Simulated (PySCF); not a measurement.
Molecule: `O=C=PC[SiH3]`, C2H5OPSi.

Bonds (- single, = double, # triple, : aromatic): O1=C2, C2=P3, P3-C4, C4-Si5. C4 carries H6, H7; Si5 carries H8, H9, H10.

Frames of a GFN2-xTB Langevin trajectory at 600 K; GIAO PBE0/pcSseg-1 shieldings in PySCF 2.14.0 with density-fitted response routines, gas phase, non-relativistic; equivalent atoms averaged within each frame.

Scale: ¹⁷O (336.08 ppm) against H2O; TMS for ¹³C (186.93 ppm), ²⁹Si (349.16 ppm), ¹H (31.72 ppm); H3PO4 for ³¹P (318.38 ppm) (reference shieldings calculated alike). The references are static minima.

Question: How do the shifts (ppm) fluctuate along the trajectory?

Answer: 
```csv
time (fs),O1,C2,C4,P3,Si5,H8/H9/H10,H6/H7
optimised geometry,464.1,220.2,-15.5,-244.9,-68.0,4.07,0.75
250,514.2,239.9,-7.1,-152.8,-25.9,5.58,1.32
425,493.5,231.7,-17.5,-217.6,-60.2,4.63,0.95
625,479.9,229.3,-12.0,-167.0,-44.7,5.37,2.16
800,460.3,220.1,-25.0,-216.0,-79.2,3.75,0.44
1000,462.1,228.4,5.1,-225.6,-75.5,3.59,2.54
mean of frames,482.0,229.9,-11.3,-195.8,-57.1,4.58,1.48
standard deviation,22.6,7.1,11.3,33.4,22.1,0.91,0.86
```

5 frames give an uncertainty of the mean of about the standard deviation over 2.2 at best, since frames this close in time may not be independent; classical motion lacks zero-point vibration, and the reference would need the same averaging.
